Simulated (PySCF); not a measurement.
## From a computed spectrum to the compound

A species of 7 atoms with charge 3 has these harmonic modes (PBE0, small Gaussian bases with core potentials, PySCF 2.14.0):

| cm⁻¹ | km/mol | symmetry |
| --- | --- | --- |
| 54 | 3.1 |  |
| 91 | 1.5 |  |
| 106 | 0.5 |  |
| 420 | 6.6 |  |
| 428 | 38.0 |  |
| 638 | 56.0 |  |
| 662 | 109.1 |  |
| 698 | 36.4 |  |
| 713 | 778.7 |  |
| 1664 | 212.9 |  |
| 1669 | 78.6 |  |
| 3501 | 1235.9 |  |
| 3517 | 62.3 |  |
| 3537 | 132.5 |  |
| 3543 | 917.1 |  |

(1) Which species is it, and in which structure?

Answers

(1) [Nd(H2O)2]3+ (singlet in the valence; each metal's 4f electrons, 3 of them, lie in its core potential, out of spins and levels):
```xyz
7

Nd   -0.0104    0.2581    0.0004
O     0.1141   -0.9800    1.9160
H     0.3214   -0.6601    2.8336
H    -0.0326   -1.9519    2.0529
O    -0.0354   -0.9809   -1.9187
H     0.1248   -1.9516   -2.0493
H    -0.2014   -0.6627   -2.8449
```
Ideal gas at 298.15 K and 1 bar: S = 354.0 J/(mol K), Cp = 84.7 J/(mol K), H − H(0 K) = 18.8 kJ/mol (rigid rotor, harmonic modes, spin degeneracy alone, that of the 4f electrons in the core included; the modes under 60 cm⁻¹ make these uncertain). An lcecp potential fixes the number of 4f electrons, so in runs with it no electron can move into or out of that shell.
 The answer isn't unique; the calculation gave this one.
